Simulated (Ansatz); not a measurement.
Geometry optimisation, RKS B3LYP-D4/STO-3G (Ansatz).

The input (input.yaml):

```yaml
crystal:
  periodic: [false, false, false]
  atoms:
    - { symbol: "N", position_ang: [-2.8867, 0.9046, 0.7708] }
    - { symbol: C, position_ang: [-1.8656, 1.0492, 0.3246] }
    - { symbol: Si, position_ang: [-0.1537, 1.1802, -0.3981] }
    - { symbol: "N", position_ang: [0.6337, -0.2806, -0.9071] }
    - { symbol: Si, position_ang: [0.8653, -1.2987, 0.4084] }
    - { symbol: H, position_ang: [-0.1533, 2.0345, -1.606] }
    - { symbol: H, position_ang: [0.8461, 1.843, 0.5583] }
    - { symbol: H, position_ang: [-0.044, -0.7402, -1.5423] }
    - { symbol: H, position_ang: [-0.4216, -1.5904, 1.1164] }
    - { symbol: H, position_ang: [1.8011, -0.623, 1.3807] }
    - { symbol: H, position_ang: [1.4441, -2.5355, -0.0851] }
basis:
  gaussian: { orbitals: STO-3G }
hamiltonian:
  xc: b3lyp
  dispersion: d4
relax:
  f_tol: 0.02
  max_steps: 50
output:
  orbitals: {}
```

Run as:

```bash
$ ansatz run input.yaml --threads 1 --pin off --max-ram 2048MiB --backend cpu --events-out ev --progress --plain --runs-dir out
```

Question: Where does it end, and by what steps?

Answer: It converged. The force dipped under the threshold on the way, but the program's further checks kept it going. Limits of this set-up: minimal basis. After 13 steps the energy has fallen by 1.148 eV; H9 moved furthest, 0.73 Å. The start is strongly strained (largest force component 11 eV/Å).

```tsv
step	energy less start (eV)	largest force component (eV/Å)	accepted
0	0.0000	10.630	yes
1	-0.9971	2.165	yes
2	-1.0871	0.608	yes
3	-1.1223	0.312	yes
4	-1.1330	0.242	yes
5	-1.1426	0.119	yes
6	-1.1419	0.388	no
7	-1.1463	0.026	yes
8	-1.1468	0.023	yes
9	-1.1472	0.082	yes
10	-1.1473	0.041	yes
11	-1.1475	0.016	yes
12	-1.1476	0.022	yes
13	-1.1477	0.010	yes
```

```xyz
11
Properties=species:S:1:pos:R:3
N -2.976 1.426 0.749
C -1.876 1.383 0.282
Si -0.169 1.265 -0.446
N 0.323 -0.363 -0.711
Si 0.942 -1.485 0.475
H -0.226 1.997 -1.692
H 0.709 1.890 0.518
H -0.038 -0.794 -1.582
H -0.105 -2.254 1.120
H 1.635 -0.712 1.479
H 1.846 -2.411 -0.170
```

Whether the end is a true minimum wasn't checked by a vibrational analysis.

The run took 81 s on 1 thread of Intel(R) Xeon(R) Processor @ 2.50GHz (Skylake/Cascade Lake), with other jobs on the host, peak memory 0.14 GiB.
